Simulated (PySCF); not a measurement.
C4H11BO.
Z-matrix (Å and degrees, PBE0-D3(BJ)/def2-SVP geometry), rows numbered from 1:
```
B 
O   1  1.6158
C   2  1.4376  1  117.47
C   3  1.5130  2  103.59  1  -162.05
C   4  1.5270  3  101.70  2    37.11
C   2  1.4453  1  117.49  3  -136.82
H   1  1.2206  2  104.09  3  -168.83
H   1  1.2291  2  104.35  3    71.19
H   1  1.2208  2  103.92  3   -48.69
H   3  1.0972  2  107.30  1    75.41
H   3  1.1026  2  108.25  1   -42.29
H   4  1.1016  3  110.47  2   -80.66
H   4  1.0987  3  112.37  2   158.61
H   5  1.1010  4  110.02  3    79.46
H   5  1.0987  4  113.51  3  -159.64
H   6  1.0978  2  107.74  1    15.75
H   6  1.1000  2  107.00  1  -101.64
```

Computed with TDDFT wB97X-D/def2-SVPD, vertical, gas phase, core orbitals frozen in the response (PySCF).

Frontier orbitals with the atoms that hold most of them (Löwdin shares over 4%, at most four atoms; ? is withheld):

| orbital | ε (eV) | atoms |
| --- | --- | --- |
| LUMO+2 | 2.71 | H15 14%, C3 11%, C5 10%, H10 8% |
| LUMO+1 | 2.68 | B1 41%, C4 9%, H13 8%, H12 6% |
| LUMO | ? | ? |
| HOMO | -9.43 | ? |
| HOMO-1 | -9.77 | B1 41%, H9 24%, H7 20%, O2 5% |
| HOMO-2 | -11.17 | O2 34%, C6 12%, C3 11%, B1 9% |
| HOMO-3 | -12.10 | C4 21%, C5 21%, H12 13%, H14 12% |

(1) Which atoms hold the LUMO, and with what shares?

(2) Give the leading atoms of the HOMO.

(3) What is the LUMO energy, and the HOMO–LUMO gap?

Results:

(1) C4 (bonded to 2 C and 2 H) 14%; C5 (bonded to 2 C and 2 H) 13%; B1 (bonded to O and 3 H) 9%; H15 (bonded to C) 8%. By element: carbon 27% or more, boron 9%, hydrogen 8% or more.

(2) B1 (bonded to O and 3 H) 35%; H8 (bonded to B) 26%; O2 (bonded to B and 2 C) 17%; H7 (bonded to B) 10%. By element: hydrogen 36% or more, boron 35%, oxygen 17%.

(3) ε(LUMO) = 1.93 eV; the gap is 11.36 eV (0.4174 hartree).

**Question.** How does S1 compare with the orbital gap of 11.36 eV?

**Answer.** S1 is at 7.53 eV (f = 0.070), 3.83 eV below the gap, made of HOMO→LUMO (64%), HOMO→LUMO+4 (19%), HOMO→LUMO+1 (10%). 

Next come S2 at 7.96 eV (f 0.042), HOMO-1→LUMO (58%), HOMO-1→LUMO+4 (19%), HOMO-1→LUMO+1 (15%); S3 at 8.09 eV (f 0.029), HOMO→LUMO+4 (41%), HOMO→LUMO+1 (40%), HOMO→LUMO+5 (9%); S4 at 8.43 eV (f 0.033), HOMO-1→LUMO+4 (39%), HOMO-1→LUMO+1 (39%), HOMO-1→LUMO+5 (13%); S5 at 8.51 eV (f 0.013), HOMO→LUMO+4 (20%), HOMO→LUMO+1 (20%), HOMO→LUMO (17%).

Löwdin shares depend on the basis, the more so with diffuse functions.

One conformer stands for the species.
